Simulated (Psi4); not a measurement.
zinc atom (Zn), singlet; R2SCAN/aug-cc-pVDZ in Psi4.

Here is a job for Psi4.
```
memory 2 GB

molecule {
0 1
  Zn    0.00000000    0.00000000    0.00000000
}

set basis aug-cc-pvdz
set scf_type pk
set puream true
set d_convergence 1e-8
set dft_radial_points 99
set dft_spherical_points 590

energy('r2scan')
print_variables()
```

What does Psi4 print? Leave out banner, timings and long lists.


```
   => Loading Basis Set <=

    Name: AUG-CC-PVDZ
    Role: ORBITAL
    Keyword: BASIS

         ---------------------------------------------------------
                                   SCF
               by Justin Turney, Rob Parrish, Andy Simmonett
                          and Daniel G. A. Smith
                              RKS Reference
         ---------------------------------------------------------

  ==> Geometry <==

    Molecular point group: d2h
    Geometry (in Angstrom), charge = 0, multiplicity = 1:

       Center              X                  Y                   Z               Mass
    ------------   -----------------  -----------------  -----------------  -----------------
         ZN           0.000000000000     0.000000000000     0.000000000000    63.929142010000

  Running in d2h symmetry.

  Rotational constants: A = ************  B = ************  C = ************ [cm^-1]
  Rotational constants: A = ************  B = ************  C = ************ [MHz]
  Nuclear repulsion =    0.000000000000000

  Charge       = 0
  Multiplicity = 1
  Electrons    = 30
  Nalpha       = 15
  Nbeta        = 15

  ==> Algorithm <==

  SCF Algorithm Type is PK.
  DIIS enabled.
  MOM disabled.
  Fractional occupation disabled.
  Guess Type is CORE.
  Energy threshold   = 1.00e-06
  Density threshold  = 1.00e-08
  Integral threshold = 1.00e-12

  ==> Primary Basis <==

  Basis Set: AUG-CC-PVDZ
    Blend: AUG-CC-PVDZ
    Number of shells: 19
    Number of basis functions: 59
    Number of Cartesian functions: 69
    Spherical Harmonics?: true
    Max angular momentum: 3

  ==> DFT Potential <==

   => LibXC <=

    Version 7.1.2
    S. Lehtola, C. Steigemann, M. J. T. Oliveira, and M. A. L. Marques,  SoftwareX 7, 1–5 (2018) (10.1016/j.softx.2017.11.002)

   => Composite Functional: R2SCAN <=

    r2SCAN Meta-GGA XC Functional  (0.1021/acs.jpclett.0c02405)
    J. W. Furness, A. D. Kaplan, J. Ning, J. P. Perdew, J. Sun  J. Phys. Chem. Lett.  11, 8208–8215, 2020

    Deriv               =              1
    GGA                 =           TRUE
    Meta                =           TRUE

    Exchange Hybrid     =          FALSE
    MP2 Hybrid          =          FALSE

   => Exchange Functionals <=

    1.0000   XC_MGGA_X_R2SCAN

   => Correlation Functionals <=

    1.0000   XC_MGGA_C_R2SCAN

   => LibXC Density Thresholds  <==

    XC_MGGA_C_R2SCAN:  1.00E-15
    XC_MGGA_X_R2SCAN:  1.00E-11

   => Molecular Quadrature <=

    Radial Scheme          =       TREUTLER
    Pruning Scheme         =           NONE
    Nuclear Scheme         =       TREUTLER

    Blocking Scheme        =         OCTREE
    BS radius alpha        =              1
    Pruning alpha          =              1
    Radial Points          =             99
    Spherical Points       =            590
    Total Points           =          57230
    Total Blocks           =            543
    Max Points             =            254
    Max Functions          =             59
    Weights Tolerance      =       1.00E-15

  ==> Integral Setup <==

  Using in-core PK algorithm.
   Calculation information:
      Number of atoms:                   1
      Number of AO shells:              19
      Number of primitives:            178
      Number of atomic orbitals:        69
      Number of basis functions:        59

      Integral cutoff                 1.00e-12
      Number of threads:                 1

  Performing in-core PK
  Using 3134670 doubles for integral storage.
  We computed 18145 shell quartets total.
  Whereas there are 18145 unique shell quartets.

  ==> DiskJK: Disk-Based J/K Matrices <==

    J tasked:                  Yes
    K tasked:                   No
    wK tasked:                  No
    Schwarz Cutoff:          1E-12

  Minimum eigenvalue in the overlap matrix is 5.2668239852E-03.
  Reciprocal condition number of the overlap matrix is 1.9014848770E-03.
    Using symmetric orthogonalization.

  ==> Pre-Iterations <==

  SCF Guess: Core (One-Electron) Hamiltonian.

   -------------------------------------------------------
    Irrep   Nso     Nmo     Nalpha   Nbeta   Ndocc  Nsocc
   -------------------------------------------------------
     Ag        15      15       5       5       5       0
     B1g        4       4       1       1       1       0
     B2g        4       4       1       1       1       0
     B3g        4       4       1       1       1       0
     Au         2       2       0       0       0       0
     B1u       10      10       2       2       2       0
     B2u       10      10       3       3       3       0
     B3u       10      10       2       2       2       0
   -------------------------------------------------------
    Total      59      59      15      15      15       0
   -------------------------------------------------------

  ==> Iterations <==

                        Total Energy        Delta E     RMS |[F,P]|

    Occupation by irrep:
             Ag   B1g   B2g   B3g    Au   B1u   B2u   B3u
    DOCC [     6,    0,    0,    0,    0,    3,    3,    3 ]
    NA   [     6,    0,    0,    0,    0,    3,    3,    3 ]
    NB   [     6,    0,    0,    0,    0,    3,    3,    3 ]

   @RKS iter   1: -1730.50965217193811   -1.73051e+03   3.91688e-01 ADIIS
    Occupation by irrep:
             Ag   B1g   B2g   B3g    Au   B1u   B2u   B3u
    DOCC [     6,    1,    1,    1,    0,    2,    2,    2 ]
    NA   [     6,    1,    1,    1,    0,    2,    2,    2 ]
    NB   [     6,    1,    1,    1,    0,    2,    2,    2 ]

   @RKS iter   2: -1637.42715699277505    9.30825e+01   6.00143e-01 ADIIS
   @RKS iter   3: -1777.31598374186296   -1.39889e+02   1.71125e-01 ADIIS
   @RKS iter   4: -1776.16949026149791    1.14649e+00   1.96833e-01 ADIIS
   @RKS iter   5: -1779.40542076752968   -3.23593e+00   4.94658e-03 DIIS/ADIIS
   @RKS iter   6: -1779.40666189393755   -1.24113e-03   8.32774e-03 DIIS/ADIIS
   @RKS iter   7: -1779.41282194216387   -6.16005e-03   7.16023e-04 DIIS/ADIIS
   @RKS iter   8: -1779.41288632611167   -6.43839e-05   4.91787e-05 DIIS
   @RKS iter   9: -1779.41288691862746   -5.92516e-07   1.54558e-05 DIIS
   @RKS iter  10: -1779.41288694586592   -2.72385e-08   5.86525e-07 DIIS
   @RKS iter  11: -1779.41288694604577   -1.79853e-10   1.16953e-07 DIIS
   @RKS iter  12: -1779.41288694604464    1.13687e-12   5.18496e-09 DIIS
  Energy and wave function converged.

  ==> Post-Iterations <==

   Electrons on quadrature grid:
      Ntotal   =   30.0000000052 ; deviation = 5.195e-09

    Orbital Energies [Eh]
    ---------------------

    Doubly Occupied:

       1Ag  -346.690172     2Ag   -42.016308     1B1u  -36.965951
       1B3u  -36.965951     1B2u  -36.965951     3Ag    -4.750078
       2B3u   -3.123340     2B2u   -3.123340     2B1u   -3.123340
       4Ag    -0.399487     1B1g   -0.399487     1B2g   -0.399487
       1B3g   -0.399487     5Ag    -0.399487     6Ag    -0.223067

    Virtual:

       3B3u   -0.028483     3B2u   -0.028483     3B1u   -0.028483
       7Ag     0.088793     4B3u    0.123119     4B2u    0.123119
       4B1u    0.123119     8Ag     0.213391     2B1g    0.213391
       2B2g    0.213391     2B3g    0.213391     9Ag     0.213391
      10Ag     0.220431     5B3u    0.294891     5B2u    0.294891
       5B1u    0.294891    11Ag     0.806191     3B1g    0.806191
       3B2g    0.806191     3B3g    0.806191    12Ag     0.806191
       6B3u    1.260009     6B2u    1.260009     6B1u    1.260009
      13Ag     1.515819     7B1u    1.697667     7B2u    1.697667
       7B3u    1.697667     1Au     1.697667     8B1u    1.697667
       8B2u    1.697667     8B3u    1.697667    14Ag     3.774458
       4B1g    3.774458     4B2g    3.774458     4B3g    3.774458
      15Ag     3.774458     9B3u    6.570760     9B2u    6.570760
       9B1u    6.570760     2Au     6.570760    10B3u    6.570760
      10B2u    6.570760    10B1u    6.570760

    Final Occupation by Irrep:
             Ag   B1g   B2g   B3g    Au   B1u   B2u   B3u
    DOCC [     6,    1,    1,    1,    0,    2,    2,    2 ]
    NA   [     6,    1,    1,    1,    0,    2,    2,    2 ]
    NB   [     6,    1,    1,    1,    0,    2,    2,    2 ]

  @RKS Final Energy: -1779.41288694604464

   => Energetics <=

    Nuclear Repulsion Energy =              0.0000000000000000
    One-Electron Energy =               -2482.9328586802348582
    Two-Electron Energy =                 774.6119228892799811
    DFT Exchange-Correlation Energy =     -71.0919511550896317
    Empirical Dispersion Energy =           0.0000000000000000
    VV10 Nonlocal Energy =                  0.0000000000000000
    Total Energy =                      -1779.4128869460446367

Computation Completed

Properties will be evaluated at   0.000000,   0.000000,   0.000000 [a0]

Properties computed using the SCF density matrix

 Multipole Moments:

 ------------------------------------------------------------------------------------
     Multipole            Electronic (a.u.)      Nuclear  (a.u.)        Total (a.u.)
 ------------------------------------------------------------------------------------

 L = 1.  Multiply by 2.5417464519 to convert [e a0] to [Debye]
 Dipole X            :          0.0000000            0.0000000            0.0000000
 Dipole Y            :          0.0000000            0.0000000            0.0000000
 Dipole Z            :          0.0000000            0.0000000            0.0000000
 Magnitude           :                                                    0.0000000

 ------------------------------------------------------------------------------------

  Variable Map:
  ----------------------------------------------------------------------------
  "CURRENT ENERGY"              =>   -1779.412886946045
  "CURRENT REFERENCE ENERGY"    =>   -1779.412886946045
  "DD SOLVATION ENERGY"         =>       0.000000000000
  "DFT FUNCTIONAL TOTAL ENERGY" =>   -1779.412886946045
  "DFT TOTAL ENERGY"            =>   -1779.412886946045
  "DFT VV10 ENERGY"             =>       0.000000000000
  "DFT XC ENERGY"               =>     -71.091951155090
  "GRID ELECTRONS ALPHA"        =>      15.000000002598
  "GRID ELECTRONS BETA"         =>      15.000000002598
  "GRID ELECTRONS TOTAL"        =>      30.000000005195
  "NUCLEAR REPULSION ENERGY"    =>       0.000000000000
  "ONE-ELECTRON ENERGY"         =>   -2482.932858680235
  "PCM POLARIZATION ENERGY"     =>       0.000000000000
  "PE ENERGY"                   =>       0.000000000000
  "SCF ITERATION ENERGY"        =>   -1779.412886946045
  "SCF ITERATIONS"              =>      12.000000000000
  "SCF TOTAL ENERGY"            =>   -1779.412886946045
  "TWO-ELECTRON ENERGY"         =>     774.611922889280
  "XC GRID RADIAL POINTS"       =>      99.000000000000
  "XC GRID SPHERICAL POINTS"    =>     590.000000000000
  "XC GRID TOTAL POINTS"        =>   57230.000000000000

  Array Variable Map:
  ----------------------------------------------------------------------------
  "CURRENT DIPOLE"              =>       0.000000000000 ... 0.000000000000 1 by 3
  "SCF DIPOLE"                  =>       0.000000000000 ... 0.000000000000 1 by 3
  "SCF TOTAL ENERGIES"          =>   -1730.509652171938 ... -1779.412886946045 1 by 12
```
